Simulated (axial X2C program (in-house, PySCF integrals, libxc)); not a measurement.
Potential curves of SrP, two-component

Calculated with an in-house relativistic program for diatomic molecules. Two-component (2c) means X2C with spin–orbit coupling and atomic mean-field two-electron Coulomb and Gaunt terms. Basis: Sr dyall-cv3z [13s12p8d5f1g], P dyall-v3z [8s7p2d1f] (cores contracted in-house); Gaussian nuclei, density fitting, unrestricted open shells. Masses: Sr 87.906 u, P 30.974 u.

State: Ω = 3/2 (⟨Sz⟩ = 0.50, ⟨Lz⟩ = 1.00 at HF). Energies in cm⁻¹ from the fragments at the same level (Sr + P). Fits are polynomials in 1 − R0/R over 0.85 to 1.23 times the lowest point R0.

```
 R (Å)   CCSD   TPSSh     HF
2.3038          -6396   8653
2.4097  -1779   -9565   4057
2.4891  -3598  -10901   1690
2.5686  -4740  -11558     49
2.6480  -5351  -11693  -1010
2.7407  -5550  -11364  -1670
2.8334  -5336  -10666  -1853
2.9525  -4634   -9430  -1578
3.0982          -7647   -712
3.3100                  1140
3.6013                  4148
3.9720                  7999
```

Correlated methods: 15 electrons correlated (number of frozen shells: Sr 3 s, 2 p, 1 d; P 2 s, 1 p), 233 virtual spin orbitals or spinors in MP2, 140 natural virtuals in coupled cluster.

Dissociation energies refer to the lowest single-determinant-based atoms at the same level and basis. Density functionals use the spin component along the axis (collinear). CCSD ran in a truncated set of natural virtual spinors with an MP2 remainder; without triples it tends to underbind. Without a current term, density functionals place determinants with orbital angular momentum somewhat too high. The state is one determinant with fixed occupations, lowest in a PBE0 search at one distance only: followed along the bond, the spin-free determinant M_S = 3/2, Λ = 0 reaches 0.04 eV lower at PBE0, at Re = 2.910 Å, so the state shown is not the lowest. The determinant is spin-polarised beyond a pure state at some levels (its spin-free form has ⟨S²⟩ too high), which makes Re and μ there less reliable. The T1 diagnostic is large, a sign of multireference character. The stretched end of a curve changes character and is left out. Coupled cluster ran on the points near the minimum only. MP2 and coupled cluster on one determinant become unreliable at the stretched end.

Question: What are Re, ωe and De at the CCSD level?

Answer: At CCSD, 2c: Re = 2.734 Å, ωe ≈ 268 cm⁻¹, De = 0.69 eV to Sr + P; Be follows as 0.0984 cm⁻¹.

Question: Fit the TPSSh curve near its minimum: give the equilibrium distance, the harmonic wavenumber and the well depth.

Answer: At TPSSh, 2c: Re = 2.632 Å, ωe ≈ 311 cm⁻¹, De = 1.45 eV to Sr + P; Be follows as 0.106 cm⁻¹.

Question: Fit the HF curve near its minimum: give the equilibrium distance, the harmonic wavenumber and the well depth.

Answer: At HF, 2c: Re = 2.830 Å, ωe ≈ 248 cm⁻¹, De = 0.23 eV to Sr + P; Be follows as 0.0919 cm⁻¹.
